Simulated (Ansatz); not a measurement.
Consider the isomerisation: `CC(C)C(=O)CC(=O)c1ccccc1` → `CC(C)C(=O)/C=C(\O)c1ccccc1`.

Computed with Ansatz on PBE0-D4/def2-TZVP structures; ΔE is electronic, products minus reactants. CBS: MP2 limit from def2 TZ/QZ plus the TZ coupled-cluster correction, frozen cores. DFT in def2-TZVPP. Each species was taken in one conformer, which may not be the lowest.

`CC(C)C(=O)CC(=O)c1ccccc1`:

Z-matrix (Å, degrees):
```
C
C 1 1.518
H 1 1.092 2 111.3
H 1 1.091 2 110.7 3 -119.7
H 1 1.092 2 110.2 3 120.2
C 2 1.512 1 111.5 3 60.3
C 2 1.531 1 111.6 3 -178.5
H 2 1.096 1 110.2 3 -58.5
O 6 1.205 2 123.0 1 27.1
C 6 1.523 2 116.0 1 -153.2
H 7 1.092 2 109.8 1 59.7
H 7 1.092 2 112.3 1 179.5
H 7 1.093 2 110.4 1 -59.5
C 10 1.521 6 110.0 2 78.1
H 10 1.090 6 109.7 2 -38.2
H 10 1.088 6 108.7 2 -159.0
C 14 1.484 10 118.7 6 86.9
O 14 1.211 10 119.7 6 -92.1
C 17 1.395 14 118.0 10 170.2
C 17 1.394 14 122.4 10 -10.9
C 19 1.381 17 120.3 14 179.6
H 19 1.083 17 118.4 14 -0.5
C 20 1.386 17 120.0 14 -178.8
H 20 1.083 17 120.4 14 -0.9
C 21 1.390 19 119.9 17 -0.8
H 21 1.084 19 120.0 17 179.4
H 23 1.084 20 119.8 17 179.2
H 25 1.084 21 119.9 19 -179.8
```

`CC(C)C(=O)/C=C(\O)c1ccccc1`:

Cartesian coordinates in Å:
```
C 1.750 -0.392 3.085
C 2.548 -0.061 1.827
C 3.081 -1.320 1.154
C 1.721 0.771 0.874
O 2.070 1.943 0.638
C 0.555 0.206 0.272
C -0.203 0.962 -0.587
O 0.130 2.202 -0.855
C -1.424 0.486 -1.252
C -2.272 1.411 -1.859
C -3.435 0.991 -2.481
C -3.761 -0.356 -2.513
C -2.916 -1.285 -1.921
C -1.757 -0.868 -1.294
H 2.381 -0.925 3.800
H 1.377 0.512 3.570
H 0.893 -1.031 2.857
H 3.390 0.580 2.102
H 3.743 -1.858 1.836
H 2.271 -1.999 0.875
H 3.646 -1.082 0.250
H 0.260 -0.803 0.514
H 0.980 2.367 -0.308
H -2.009 2.460 -1.831
H -4.091 1.720 -2.945
H -4.671 -0.685 -3.003
H -3.161 -2.340 -1.953
H -1.096 -1.603 -0.853
```

**Question.** Is it downhill or uphill in electronic energy at CCSD(T)/CBS, and by how much? (Estimate.)

**Answer.** The calculation gave: Downhill: ΔE = -11.2 kJ/mol.

**Question.** What do these levels give: PBE-D4, r2SCAN-D4, B97M-V, r2SCAN0-D4, BHLYP-D4, MP2/def2-QZVPP? (Estimate.)

**Answer.** The calculation gave: PBE-D4 -29.8, r2SCAN-D4 -27.7, B97M-V -18.3, r2SCAN0-D4 -24.2, BHLYP-D4 -11.4, MP2/def2-QZVPP -16.5 kJ/mol.

Largest T1 diagnostic among the species: 0.014.

In def2-TZVPP, CCSD(T) changes the Hartree–Fock value by −22.4 kJ/mol (the triples alone add −6.4 kJ/mol) and MP2 by −29.2 kJ/mol. Leaving LDA and LC-ωPBE aside and taking each functional with its dispersion term where it has one, the values, not all of them listed here, spread over 23.9 kJ/mol, from PBE-D4 to ωB97X-V. LDA lies −29.3 kJ/mol from PBE without D4. From BLYP to BHLYP (50 % exact exchange), in def2-TZVPP and without D4, ΔE moves by +9.9 kJ/mol.
